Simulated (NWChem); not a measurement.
System: GeH$_{3}$TeBr; SMILES [GeH3][Te]Br

The following NWChem deck was run.

```
start job
memory heap 200 mb stack 900 mb global 1100 mb
geometry units angstroms noautoz
  Te     0.998286     0.011214     0.040176
  Br    -0.761615     1.824077    -0.055093
  Ge    -0.740289    -1.883175     0.009286
  H      0.085557    -3.182131     0.065860
  H     -1.651376    -1.758564     1.239388
  H     -1.554455    -1.807494    -1.290827
end
basis spherical
  * library def2-svpd
end
ecp
  Te library def2-ecp
end
dft
  xc pbe0
  iterations 150
end
tddft
  cis
  nroots 6
  notriplet
end
task tddft energy
```

NWChem printed, in part:

```
             Northwest Computational Chemistry Package (NWChem) 7.3.0
             --------------------------------------------------------

 C1  symmetry detected

                             Geometry "geometry" -> ""
                             -------------------------

 Output coordinates in angstroms (scale by  1.889725989 to convert to a.u.)

  No.       Tag          Charge          X              Y              Z
 ---- ---------------- ---------- -------------- -------------- --------------
    1 Te                  52.0000     1.01181699     0.02796592    -0.00000567
    2 Br                  35.0000    -0.74242561     1.84879894    -0.00000387
    3 Ge                  32.0000    -0.73501377    -1.85906593    -0.00000225
    4 H                    1.0000     0.08664481    -3.16189695     0.00417179
    5 H                    1.0000    -1.60021364    -1.75232234     1.26443175
    6 H                    1.0000    -1.59557769    -1.75786187    -1.26810129

 Effective nuclear repulsion energy (a.u.)     954.4218574351

                                 NWChem DFT Module
                                 -----------------

 Summary of "ao basis" -> "ao basis" (spherical)
 ------------------------------------------------------------------------------
       Tag                 Description            Shells   Functions and Types
 ---------------- ------------------------------  ------  ---------------------
 Te                        def2-svpd                13       35   5s5p3d
 Br                        def2-svpd                15       41   6s5p4d
 Ge                        def2-svpd                14       38   6s4p4d
 H                         def2-svpd                 4        8   2s2p

            General Information
            -------------------
          SCF calculation type: DFT
          Wavefunction type:  closed shell.
          No. of atoms     :     6
          No. of electrons :    94
           Alpha electrons :    47
            Beta electrons :    47
          Charge           :     0
          Spin multiplicity:     1
          Use of symmetry is: off; symmetry adaption is: off
          Maximum number of iterations: 150
          AO basis - number of functions:   138
                     number of shells:    54
          Convergence on energy requested:  1.00D-06
          Convergence on density requested:  1.00D-05
          Convergence on gradient requested:  5.00D-04

              XC Information
              --------------
                         PBE0 Method XC Functional
                     Hartree-Fock (Exact) Exchange  0.250
          PerdewBurkeErnzerhof Exchange Functional  0.750
            Perdew 1991 LDA Correlation Functional  1.000 local
           PerdewBurkeErnz. Correlation Functional  1.000 non-local

             Grid Information
             ----------------
          Grid used for XC integration:  medium
          Radial quadrature: Mura-Knowles
          Angular quadrature: Lebedev.
          Tag              B.-S. Rad. Rad. Pts. Rad. Cut. Ang. Pts.
          ---              ---------- --------- --------- ---------
          Te                  1.40      123          13.0       590
          Br                  1.15      112          14.0       590
          Ge                  1.25      112          14.0       590
          H                   0.35       45          15.0       434
          Grid pruning is: on
          Number of quadrature shells:   482
          Spatial weights used:  Erf1

      Superposition of Atomic Density Guess
      -------------------------------------

 Sum of atomic energies:       -4959.85140527

      Non-variational initial energy
      ------------------------------

 Total energy =   -4916.130321
 1-e energy   =   -8046.504227
 2-e energy   =    2578.612104
 HOMO         =      -0.232547
 LUMO         =      -0.092676

   convergence    iter        energy       DeltaE   RMS-Dens  Diis-err
 ---------------- ----- ----------------- --------- --------- ---------
 d= 0,ls=0.0,diis     1  -4919.8501091393 -5.47D+03  7.97D-03  3.14D-01
 d= 0,ls=0.0,diis     2  -4919.8628901547 -1.28D-02  4.23D-03  1.79D-01
 d= 0,ls=0.0,diis     3  -4919.8876488603 -2.48D-02  1.39D-03  3.07D-02
 d= 0,ls=0.0,diis     4  -4919.8919871991 -4.34D-03  3.80D-04  1.88D-03
 d= 0,ls=0.0,diis     5  -4919.8922690983 -2.82D-04  9.29D-05  1.67D-04
  Resetting Diis
 d= 0,ls=0.0,diis     6  -4919.8922914651 -2.24D-05  1.89D-05  1.09D-05
 d= 0,ls=0.0,diis     7  -4919.8922922145 -7.49D-07  1.12D-05  4.83D-07
 d= 0,ls=0.0,diis     8  -4919.8922921671  4.74D-08  6.46D-06  9.08D-07

         Total DFT energy =    -4919.892292167087
      One electron energy =    -8046.764943300534
           Coulomb energy =     2766.843914892320
    Exchange-Corr. energy =     -191.733065727425
 Nuclear repulsion energy =      551.761801968552

 Numeric. integr. density =       94.000025088796

                       DFT Final Molecular Orbital Analysis
                       ------------------------------------

 Vector   45  Occ=2.000000D+00  E=-3.272559D-01
              MO Center= -5.2D-01,  1.4D+00, -1.5D-04, r^2= 2.8D+00
   Bfn.  Coefficient  Atom+Function         Bfn.  Coefficient  Atom+Function
  ----- ------------  ---------------      ----- ------------  ---------------
    53      0.511842  2 Br pz                50      0.481006  2 Br pz
    47     -0.316952  2 Br pz                14      0.212442  1 Te pz
    17      0.162464  1 Te pz                44      0.102928  2 Br pz
    11     -0.083712  1 Te pz               123     -0.079239  5 H  s
   131      0.079297  6 H  s                 91     -0.069465  3 Ge pz

 Vector   46  Occ=2.000000D+00  E=-2.928449D-01
              MO Center= -1.9D-01,  6.8D-01,  2.5D-05, r^2= 4.7D+00
   Bfn.  Coefficient  Atom+Function         Bfn.  Coefficient  Atom+Function
  ----- ------------  ---------------      ----- ------------  ---------------
    51      0.357702  2 Br px                48      0.319853  2 Br px
    52      0.295218  2 Br py                12     -0.267607  1 Te px
    49      0.266909  2 Br py                45     -0.209898  2 Br px
    13     -0.183140  1 Te py                15     -0.174437  1 Te px
    46     -0.174912  2 Br py                90      0.175067  3 Ge py

 Vector   47  Occ=2.000000D+00  E=-2.379516D-01
              MO Center=  6.3D-01,  2.2D-01, -1.3D-04, r^2= 3.6D+00
   Bfn.  Coefficient  Atom+Function         Bfn.  Coefficient  Atom+Function
  ----- ------------  ---------------      ----- ------------  ---------------
    14      0.559847  1 Te pz                17      0.481258  1 Te pz
    53     -0.276160  2 Br pz                50     -0.246320  2 Br pz
    11     -0.215276  1 Te pz                 8     -0.168067  1 Te pz
    47      0.158503  2 Br pz               123     -0.074232  5 H  s
   131      0.074453  6 H  s                124     -0.073350  5 H  s

 Vector   48  Occ=0.000000D+00  E=-1.068038D-01
              MO Center=  4.7D-01,  4.4D-01, -2.6D-06, r^2= 5.0D+00
   Bfn.  Coefficient  Atom+Function         Bfn.  Coefficient  Atom+Function
  ----- ------------  ---------------      ----- ------------  ---------------
    16      0.408931  1 Te py                13      0.381866  1 Te py
    15     -0.328381  1 Te px                52      0.328830  2 Br py
    51     -0.319574  2 Br px                12     -0.311073  1 Te px
    49      0.239722  2 Br py                48     -0.236857  2 Br px
     3      0.224157  1 Te s                 39     -0.212072  2 Br s

 Vector   49  Occ=0.000000D+00  E=-4.259308D-02
              MO Center=  5.8D-02, -9.5D-01, -1.1D-04, r^2= 7.8D+00
   Bfn.  Coefficient  Atom+Function         Bfn.  Coefficient  Atom+Function
  ----- ------------  ---------------      ----- ------------  ---------------
    81      1.621535  3 Ge s                 82     -1.025479  3 Ge s
    80      0.406265  3 Ge s                  5      0.336689  1 Te s
    15      0.319784  1 Te px               124     -0.320704  5 H  s
   132     -0.321061  6 H  s                 16      0.302010  1 Te py
     3     -0.299358  1 Te s                 12      0.260519  1 Te px

[...]

                                NWChem TDDFT Module
                                -------------------

            General Information
            -------------------
           No. of orbitals :     276
            Alpha orbitals :     138
             Beta orbitals :     138
        Alpha frozen cores :       0
         Beta frozen cores :       0
     Alpha frozen virtuals :       0
      Beta frozen virtuals :       0
         Spin multiplicity :       1
    Number of AO functions :     138
        Use of symmetry is : off
      Symmetry adaption is : off
         Schwarz screening :  0.10D-07

              XC Information
              --------------
                  PBE0 Method XC Functional
              Hartree-Fock (Exact) Exchange   0.25
   PerdewBurkeErnzerhof Exchange Functional   0.75
     Perdew 1991 LDA Correlation Functional   1.00 local
    PerdewBurkeErnz. Correlation Functional   1.00 non-local

             TDDFT Information
             -----------------
          Calculation type : Tamm-Dancoff TDDFT
         Wavefunction type : Restricted singlets
          No. of electrons :      94
           Alpha electrons :      47
            Beta electrons :      47
              No. of roots :       6
          Max subspacesize :    5200
            Max iterations :     100
               Target root :       1
           Target symmetry : none
      Symmetry restriction : off
                 Algorithm : Optimal
        Davidson threshold :  0.10D-03

    6 smallest eigenvalue differences (eV)
--------------------------------------------------------
  No. Spin  Occ  Vir  Irrep   E(Occ)    E(Vir)   E(Diff)
--------------------------------------------------------
    1    1   47   48 a        -0.238    -0.107     3.569
    2    1   46   48 a        -0.293    -0.107     5.062
    3    1   47   49 a        -0.238    -0.043     5.316
    4    1   45   48 a        -0.327    -0.107     5.999
    5    1   47   50 a        -0.238     0.002     6.524
    6    1   44   48 a        -0.347    -0.107     6.527
--------------------------------------------------------

  Entering Davidson iterations
  Restricted singlet excited states

  Iter   NTrls   NConv    DeltaV     DeltaE      Time
  ----  ------  ------  ---------  ---------  ---------
    1      6       0     0.68E-01   0.10+100       34.1
    2     12       0     0.24E-01   0.93E-02       34.3
    3     18       0     0.81E-02   0.10E-02       34.1
    4     24       1     0.37E-02   0.17E-03       34.0
    5     29       4     0.18E-02   0.28E-04       33.1
    6     31       5     0.51E-03   0.44E-05       29.2
    7     32       5     0.24E-03   0.50E-06       27.7
    8     33       6     0.81E-04   0.88E-07       27.8
  ----  ------  ------  ---------  ---------  ---------
  Convergence criterion met

  Ground state a       -4919.892292167087 a.u.

  ----------------------------------------------------------------------------
  Root   1 singlet a              0.081650038 a.u.                2.2218 eV
  ----------------------------------------------------------------------------
     Transition Moments    X  0.00008   Y  0.00002   Z  0.08746
     Dipole Oscillator Strength                    0.0004163975
     Electric Quadrupole                           0.0000000022
     Magnetic Dipole                               0.0000003123
     Total Oscillator Strength                     0.0004167119

     Occ.   47  a   ---  Virt.   48  a        0.99774
  ----------------------------------------------------------------------------
  Root   2 singlet a              0.137119239 a.u.                3.7312 eV
  ----------------------------------------------------------------------------
     Transition Moments    X  0.19339   Y -0.00314   Z -0.00000
     Dipole Oscillator Strength                    0.0034198002
     Electric Quadrupole                           0.0000000037
     Magnetic Dipole                               0.0000001552
     Total Oscillator Strength                     0.0034199591

     Occ.   44  a   ---  Virt.   48  a       -0.07178
     Occ.   46  a   ---  Virt.   48  a       -0.99367
  ----------------------------------------------------------------------------
  Root   3 singlet a              0.150927014 a.u.                4.1069 eV
  ----------------------------------------------------------------------------
     Transition Moments    X -0.00007   Y -0.00021   Z -0.23263
     Dipole Oscillator Strength                    0.0054449771
     Electric Quadrupole                           0.0000000015
     Magnetic Dipole                               0.0000000662
     Total Oscillator Strength                     0.0054450449

     Occ.   45  a   ---  Virt.   48  a        0.10436
     Occ.   47  a   ---  Virt.   49  a        0.98812
     Occ.   47  a   ---  Virt.   50  a       -0.05724
  ----------------------------------------------------------------------------
  Root   4 singlet a              0.168325624 a.u.                4.5804 eV
  ----------------------------------------------------------------------------
     Transition Moments    X -0.00007   Y -0.00004   Z  0.08652
     Dipole Oscillator Strength                    0.0008400957
     Electric Quadrupole                           0.0000000345
     Magnetic Dipole                               0.0000002033
     Total Oscillator Strength                     0.0008403335

     Occ.   42  a   ---  Virt.   48  a       -0.05043
     Occ.   45  a   ---  Virt.   48  a       -0.99032
     Occ.   47  a   ---  Virt.   49  a        0.10303
  ----------------------------------------------------------------------------
  Root   5 singlet a              0.192360493 a.u.                5.2344 eV
  ----------------------------------------------------------------------------
     Transition Moments    X -0.10392   Y  0.22855   Z -0.00017
     Dipole Oscillator Strength                    0.0080835302
     Electric Quadrupole                           0.0000001116
     Magnetic Dipole                               0.0000006676
     Total Oscillator Strength                     0.0080843095

     Occ.   41  a   ---  Virt.   48  a       -0.05780
     Occ.   43  a   ---  Virt.   48  a       -0.23051
     Occ.   44  a   ---  Virt.   48  a       -0.96070
     Occ.   46  a   ---  Virt.   48  a        0.06460
     Occ.   47  a   ---  Virt.   52  a       -0.07534
  ----------------------------------------------------------------------------
  Root   6 singlet a              0.201737871 a.u.                5.4896 eV
  ----------------------------------------------------------------------------
     Transition Moments    X -0.00011   Y  0.00002   Z  0.37377
     Dipole Oscillator Strength                    0.0187885877
     Electric Quadrupole                           0.0000003294
     Magnetic Dipole                               0.0000013070
     Total Oscillator Strength                     0.0187902240

     Occ.   47  a   ---  Virt.   49  a        0.05904
     Occ.   47  a   ---  Virt.   50  a        0.99490

              Target root =      1
          Target symmetry = none
      Ground state energy =  -4919.892292167087
        Excitation energy =      0.081650037992
     Excited state energy =  -4919.810642129095

  stored tddft:energy   -4919.8106421290950
```

Level: PBE0/def2-SVPD with def2 effective core potentials on Te, TDA. Coordinates come from a PBE0/def2-SVP optimisation. Not confirmed as a minimum by frequencies. def2 effective core potentials on Te; no spin-orbit coupling.
